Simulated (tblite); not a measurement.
Species: C₇H₁₃PS.
Cartesian coordinates in Å at the GFN2-xTB level; atoms count from 1:
```
atom  x, y, z in Å
C1     2.2852    2.6359    0.0495
C2     1.6975    1.5851   -0.4947
P3     0.7580    0.4196    0.5450
S4     0.6851    0.8402    2.4323
C5     1.5145   -1.1839    0.1254
C6     1.9651   -1.9786    1.0797
C7    -0.8770    0.3405   -0.3196
C8    -1.7820   -0.6562    0.3947
C9    -3.1712   -0.7036   -0.2266
H10    2.8497    3.3529   -0.5243
H11    2.2111    2.8056    1.1137
H12    1.7457    1.3694   -1.5543
H13    1.5719   -1.4365   -0.9257
H14    1.8862   -1.6785    2.1145
H15    2.4186   -2.9358    0.8786
H16   -1.3075    1.3465   -0.2869
H17   -0.7234    0.0619   -1.3657
H18   -1.8567   -0.3693    1.4471
H19   -1.3233   -1.6492    0.3579
H20   -3.7946   -1.4253    0.2952
H21   -3.6493    0.2716   -0.1645
H22   -3.1141   -0.9929   -1.2743
```

Computed values, GFN2-xTB/tblite, gas phase, harmonic and unscaled. The method is semi-empirical: single wavenumbers can be off by several per cent or more. One conformer, not necessarily the lowest.

Harmonic wavenumbers (cm⁻¹): 53.6, 56.2, 70.1, 76.1, 116.0, 146.8, 157.2, 196.7, 215.6, 237.9, 265.3, 311.0, 379.7, 397.1, 503.3, 570.0, 600.9, 695.9, 722.6, 755.4, 806.0, 851.6, 900.7, 903.4, 943.6, 958.7, 971.8, 1001.7, 1002.4, 1006.2, 1080.4, 1108.8, 1199.8, 1205.3, 1211.7, 1219.9, 1266.1, 1338.4, 1373.5, 1376.4, 1415.9, 1427.6, 1489.2, 1501.6, 1502.4, 1654.8, 1661.7, 2931.4, 2939.7, 2952.3, 2972.1, 3026.5, 3028.9, 3033.0, 3035.2, 3044.2, 3070.7, 3071.7, 3108.1, 3108.7.

A = 1381, B = 800.9, C = 734.5 MHz; mass 160.048 u (most abundant isotopes); point group C1, symmetry number 1.

Problem. What is the zero-point energy?

Solution. ½Σν̃ = 39115 cm⁻¹ = 111.83 kcal/mol.

Problem. Give the ideal-gas entropy at 273.15 K and 1 bar in the rigid-rotor, harmonic-oscillator model (classical rotation).

Solution. Translation 40.71, rotation 30.10, vibration 37.79: S = 108.6 cal/(mol K).

Problem. And Cp and H(273.15 K) − H(0)?

Solution. Cp = 43.29 cal/(mol K), of which vibrations give 35.34 (their classical limit is 60 R = 119.2); H(273.15 K) − H(0) = 7.45 kcal/mol without the zero-point energy, 5.28 from vibrations.

Problem. Blend soft modes into free rotors: weight 1/[1 + (100 cm⁻¹/ν̃)⁴] for the oscillator and the rest for a rotor with moment μB/(μ + B), μ = h/(8π²ν), B = 10⁻⁴⁴ kg m². What vibrational entropy results?

Solution. 34.37 cal/(mol K) in place of 37.79, which changes −T·S at 273.15 K by +0.93 kcal/mol.

Problem. What must be added to the electronic energy to get the Gibbs energy at 273.15 K and 1 bar?

Solution. ZPE + [H(273.15 K) − H(0)] − T·S = 111.83 + 7.45 − 29.66 = 89.62 kcal/mol.

Problem. Which modes carry the vibrational entropy at 273.15 K?

Solution. 53.6 cm⁻¹: 4.51; 56.2 cm⁻¹: 4.41; 70.1 cm⁻¹: 3.98; 76.1 cm⁻¹: 3.82; 116.0 cm⁻¹: 3.00; 146.8 cm⁻¹: 2.55 cal/(mol K); the other 54 give 15.53 together.

Hindered rotation and anharmonicity are outside this model. Other conformers, if any are populated, would add a mixing term that is left out. The structure is chiral; the term R ln 2 for an equal mix with its mirror image is left out.
